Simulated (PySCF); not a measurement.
C₂H₇BiTe₂, SMILES C[CH2][Bi]([TeH])[TeH], PBE0/def2-SVP optimised geometry.

```
12

Bi     0.40     1.13     0.00
C      0.43    -1.14    -0.34
C      1.83    -1.71    -0.28
H     -0.04    -1.28    -1.33
H     -0.24    -1.58     0.41
H      2.29    -1.54     0.71
H      2.50    -1.27    -1.04
H      1.82    -2.80    -0.46
Te     1.02     0.97     2.81
H      0.05    -0.37     3.02
Te    -2.47     1.13     0.00
H     -2.50     2.80     0.00
```

Density from PySCF with PBE0/def2-TZVP, def2 effective core potentials past Kr at that geometry. The core electrons that the potentials of Bi, Te replace are not part of the density.

Minimum of the electron density along straight lines between bonded atoms, close to the bond critical point (lines longer than 1.1 times the sum of covalent radii, or with two minima, are not listed):

| bond | length / Å | ρ at the minimum / e bohr⁻³ | ∇²ρ there / e bohr⁻⁵ | position (fraction from the first atom) |
|---|---|---|---|---|
| Bi1–C2 | 2.297 | 0.095 | ? | 0.53 |
| C2–C3 | 1.516 | ? | ? | 0.51 |
| C2–H4 | 1.102 | 0.271 | -0.90 | 0.64 |
| C2–H5 | 1.100 | 0.273 | -0.91 | 0.64 |
| C3–H6 | 1.102 | 0.273 | -0.92 | 0.64 |
| C3–H7 | 1.102 | 0.271 | -0.91 | 0.64 |
| C3–H8 | 1.103 | 0.270 | -0.90 | 0.64 |
| Bi1–Te9 | 2.883 | 0.057 | 0.02 | 0.49 |
| Te9–H10 | 1.666 | 0.133 | -0.04 | 0.63 |
| Bi1–Te11 | 2.866 | 0.059 | 0.02 | 0.49 |
| Te11–H12 | 1.666 | 0.133 | -0.04 | 0.63 |

**Question.** Fill in the missing entries.

**Answer.** 
- Bi1–C2, ∇²ρ there / e bohr⁻⁵: 0.05
- C2–C3, ρ at the minimum / e bohr⁻³: 0.247
- C2–C3, ∇²ρ there / e bohr⁻⁵: -0.61
